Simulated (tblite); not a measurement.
Compound: C4H6F2O2Si.
Atom-mapped SMILES: `[O:1]=[C:2]1[CH2:3][O:4][C@@H:5]([SiH2:6][F:7])[C@H:8]1[F:9]` (hydrogens: H10, H11 on C3; H12 on C5; H13, H14 on Si6; H15 on C8)

Geometry (GFN2-xTB, Å), atoms numbered from 1 in this order:
```xyz
15
C4H6F2O2Si angstrom
O     -1.415    2.667    0.150
C     -1.009    1.545    0.203
C     -1.664    0.352    0.861
O     -0.854   -0.768    0.610
C      0.477   -0.325    0.327
Si     1.298   -1.704   -0.714
F      2.837   -1.245   -0.851
C      0.325    1.021   -0.362
F      0.194    0.881   -1.731
H     -2.666    0.170    0.462
H     -1.749    0.550    1.941
H      1.003   -0.150    1.279
H      1.315   -2.935    0.057
H      0.747   -1.765   -2.052
H      1.156    1.713   -0.199
```

Level: GFN2-xTB in tblite, geometry and Hessian alike; calculated harmonic values, unscaled, isolated species. Errors from tens to a few hundred cm⁻¹ against measured bands are possible. Modes of hydrogen on silicon can be 10 to 20 % off. One conformer, not necessarily the lowest.

Harmonic wavenumbers (cm⁻¹): 36.9, 52.5, 95.5, 140.1, 199.0, 222.6, 251.5, 355.8, 470.6, 495.8, 532.0, 553.3, 624.5, 698.6, 710.8, 755.5, 773.6, 818.8, 828.7, 926.0, 941.6, 985.2, 1066.1, 1073.7, 1107.7, 1141.0, 1164.5, 1227.8, 1242.9, 1266.3, 1280.1, 1413.1, 1830.7, 2364.3, 2401.1, 2838.4, 2855.3, 2965.3, 2971.2.

A = 2825, B = 889.6, C = 751.8 MHz; mass 152.011 u (most abundant isotopes); point group C1, symmetry number 1.

**Question.** Zero-point energy?

**Answer.** ½Σν̃ = 20839 cm⁻¹ = 249.29 kJ/mol.

**Question.** Entropy at 273.15 K, 1 bar (ideal gas, RRHO, classical rotation)?

**Answer.** Translation 169.69, rotation 122.43, vibration 109.74: S = 401.9 J/(mol K).

**Question.** And Cp and H(273.15 K) − H(0)?

**Answer.** Cp = 142.47 J/(mol K), of which vibrations give 109.22 (their classical limit is 39 R = 324.3); H(273.15 K) − H(0) = 24.34 kJ/mol without the zero-point energy, 15.25 from vibrations.

**Question.** What must be added to the electronic energy to get the Gibbs energy at 273.15 K and 1 bar?

**Answer.** ZPE + [H(273.15 K) − H(0)] − T·S = 249.29 + 24.34 − 109.77 = 163.86 kJ/mol.

**Question.** Which modes carry the vibrational entropy at 273.15 K?

**Answer.** 36.9 cm⁻¹: 21.95; 52.5 cm⁻¹: 19.03; 95.5 cm⁻¹: 14.11; 140.1 cm⁻¹: 11.03; 199.0 cm⁻¹: 8.29; 222.6 cm⁻¹: 7.45 J/(mol K); the other 33 give 27.88 together.

Hindered rotation and anharmonicity are outside this model. Other conformers, if any are populated, would add a mixing term that is left out. The structure is chiral; the term R ln 2 for an equal mix with its mirror image is left out.
